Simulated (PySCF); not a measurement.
## C3H12Ge2: core ionisation energies

Compound: Ge(GeH3)Me3, C3H12Ge2.
Z-matrix (Å and degrees, PBE0-D3(BJ)/def2-SVP geometry), rows numbered from 1:
```
Ge
Ge  1  2.4289
H   2  1.5440  1  111.47
H   2  1.5440  1  111.59  3  -120.12
H   2  1.5441  1  111.40  3   119.90
C   1  1.9593  2  109.71  3    57.67
H   6  1.1011  1  109.86  2   179.26
H   6  1.1000  1  110.83  2    59.62
H   6  1.0999  1  111.01  2   -60.90
C   1  1.9603  2  109.56  3   -62.36
H  10  1.1010  1  110.00  2   179.56
H  10  1.1000  1  110.80  2    59.71
H  10  1.0999  1  110.83  2   -60.63
C   1  1.9600  2  109.63  3   177.57
H  14  1.0999  1  110.85  2    59.96
H  14  1.0999  1  110.76  2   -60.30
H  14  1.1009  1  110.03  2   179.76
```

Level of theory: delta-SCF UKS SCAN, pcX-2 on the ionised atom, pcseg-1 elsewhere, spin-free X2C in PySCF. Vertical ΔSCF values, vacuum level as zero.

Problem. List the computed XPS lines with their assignment.

Solution. 
```
   atom(s)                  environment  level  binding energy (eV)  count
C6/C10/C14  carbon bonded to Ge and 3 H   C 1s               289.93      3
```

Problem. Which photon energy gives electrons from C 1s of C6/C10/C14 a kinetic energy of 150 eV, and what is their de Broglie wavelength?

Solution. hν = 289.93 + 150 = 439.93 eV, recoil neglected; λ = 12.264 Å/√(E/eV) = 1.00 Å.

The first atom of each set that the bonding makes equivalent was ionised and stands for the set. No level of germanium is listed. Isolated species at its PBE0-D3(BJ)/def2-SVP geometry, gas phase.

On one thread, Intel Xeon Platinum 8259CL at 2.50 GHz (x86_64), shared host with 96 logical CPUs at a one-minute load of 48, this took 16 s of wall time and 0.51 GiB of memory at its peak.
